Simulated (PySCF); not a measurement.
**Worked example: chemical shift, span and skew from a shielding tensor**

GaHFBr, SMILES [F][GaH][Br]. Atoms are numbered in the order given.

```xyz
4

Ga    -0.3706     0.8902     0.0000
H     -1.7730     1.5209     0.0000
F      1.0488     1.9047     0.0000
Br     0.1093    -1.3216     0.0000
```
Charge 0, spin multiplicity 1.

Coordinates come from a r2SCAN-D4/def2-TZVP optimisation.

GIAO shieldings from PBE0/pcSseg-2 (PySCF), non-relativistic, no solvent. The symmetric part of the tensor of F3 has the principal values 146.1, 345.7, 370.2 ppm. The same nucleus in CFCl3 has σ = 165.8 ppm at this level (PySCF, at its B3LYP-D3(BJ)/def2-TZVP geometry). Without spin–orbit terms, shifts of atoms bonded to Cl or Br come out too high.

Problem. Work out the isotropic shielding, the ¹⁹F shift against CFCl3, the span and the skew.

Solution. 
σ(iso) = (σ11 + σ22 + σ33)/3 = 287.3 ppm. δ = σ(ref) − σ(iso) = 165.8 − (287.3) = -121.5 ppm.
Span Ω = σ33 − σ11 = 224.1 ppm. Skew κ = 3(σ(iso) − σ22)/Ω = -0.78. Tumbling in solution averages the tensor to δ; in a static solid the shielding alone would spread this spin-1/2 line over Ω.
